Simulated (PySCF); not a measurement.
CH₃N₂S, SMILES C(=S)(N)[NH], multiplicity 2. Atoms are numbered in the order given.

```xyz
7

N      0.9545    -0.9430     0.8073
C     -0.0565    -0.2929     0.3039
N     -1.3241    -0.6924     0.5377
S      0.2896     0.9700    -0.8130
H      1.8060    -0.3781     0.7975
H     -1.4536    -1.5546     1.0533
H     -2.0597    -0.3826    -0.0812
```
Charge 0, spin multiplicity 2.

Geometry: PBE0-D3(BJ)/def2-SVP. The isomer is the one that the SMILES or the coordinates give; other isomers of the formula were not compared. Other conformers were not sampled.

The numbers are results of PBE0/pcH-1 in PySCF, not measurements.

Unrestricted Kohn–Sham, ⟨S²⟩ = 0.767. Hyperfine tensors hold the contact and dipolar terms, without spin-orbit corrections.

Computed hyperfine couplings:
| nucleus | A(iso) (MHz) | A(iso) (G) | dipolar principal values (MHz) |
|---|---|---|---|
| 14N no. 1 | 10.4 | 3.7 | -20.6, -19.7, 40.4 |
| 13C no. 2 | -32.6 | -11.6 | -14.0, 3.1, 10.9 |
| 14N no. 3 | -7.5 | -2.7 | -2.7, 1.2, 1.5 |
| 33S no. 4 | 8.9 | 3.2 | -66.7, -64.1, 130.8 |
| 1H no. 5 | -7.2 | -2.6 | -22.6, -8.2, 30.8 |
| 1H no. 6 | -0.3 | -0.1 | -2.7, -2.1, 4.8 |
| 1H no. 7 | 2.4 | 0.8 | -3.7, -1.1, 4.9 |

Problem. And the g tensor (effective nuclear charges for spin-orbit coupling, GIAO)? (Estimate from the structure and the level; the computed values follow.)

Solution. principal values 2.0017, 2.0073, 2.1007; isotropic 2.0366.
